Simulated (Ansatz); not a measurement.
Consider the ligand exchange at the Si–C bond: `C[SiH](F)CF` + H₂S → `C[SiH](F)S` + fluoromethane.

Calculated with Ansatz (gas phase, PBE0-D4/def2-TZVP geometries, no zero-point term in ΔE). CBS: MP2 limit from def2 TZ/QZ plus the TZ coupled-cluster correction, frozen cores. This one scheme is used for every species. DFT in def2-TZVPP. B3LYP here is the variant with VWN-RPA as its local correlation; programs differ in this. Each species was taken in one conformer, which may not be the lowest.

Problem. Is it downhill or uphill in electronic energy at CCSD(T)/CBS, and by how much? (Estimate.)

Solution. Ansatz gave: Downhill: ΔE = -0.87 eV.

Problem. What do these levels give: PBE0-D4, B3LYP-D4, B2PLYP, r2SCAN, PBE0, HF/CBS(def2)? (Best estimate.)

Solution. The calculation gave: PBE0-D4 -0.89, B3LYP-D4 -0.85, B2PLYP -0.86, r2SCAN -0.89, PBE0 -0.89, HF/CBS(def2) -0.88 eV.

Largest T1 diagnostic among the species: 0.011.
